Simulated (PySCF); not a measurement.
A GIAO shielding run with PySCF 2.14 (density fitting, non-relativistic, gas phase) on `InChI=1S/C5H13NO2Si/c1-2-8-9(7)5-3-4-6-5/h5-7,9H,2-4H2,1H3/t5-,9-/m1/s1`:

```
$ OMP_NUM_THREADS=1 python probes_run.py task.json out

{"job": {"kind": "nmr", "xc": "PBE0", "basis": "pcSseg-1"}, "charge": 0, "multiplicity": 1}
C      3.602806     0.122820    -0.925555
C      2.658160    -0.603096     0.018744
O      1.337280    -0.470381    -0.443047
Si    -0.007374    -0.960773     0.301943
O     -0.063864    -0.338305     1.806686
C     -1.472416    -0.290386    -0.691245
C     -1.666890     1.233389    -0.789660
C     -3.061981     1.006922    -0.200973
N     -2.689679    -0.365878     0.153409
H      4.629328    -0.000209    -0.591335
H      3.360886     1.181726    -0.951813
H      3.503401    -0.280900    -1.929574
H      2.911394    -1.668571     0.068915
H      2.729251    -0.189379     1.029780
H     -0.062465    -2.423084     0.407315
H     -0.926707    -0.224241     2.199592
H     -1.602317    -0.771255    -1.664794
H     -1.630060     1.655788    -1.790468
H     -1.007210     1.796402    -0.134743
H     -3.332470     1.605813     0.673258
H     -3.863495     1.087455    -0.944750
H     -3.355989    -1.084472    -0.105968
```

Hardware: 1 thread of an Intel Xeon, shared host. The job also computes population analyses, field gradients, ring-centre shieldings.

(1) How large is the calculation?

(2) How long does it take, and how much memory does it need?

## Answers

(1) 80 electrons, 225 basis functions and 1184 auxiliary functions.

(2) 90 s of wall time, with 14 SCF cycles and 4 response iterations; peak memory 1.1 GiB. Times on a shared host scatter by some tens of per cent.
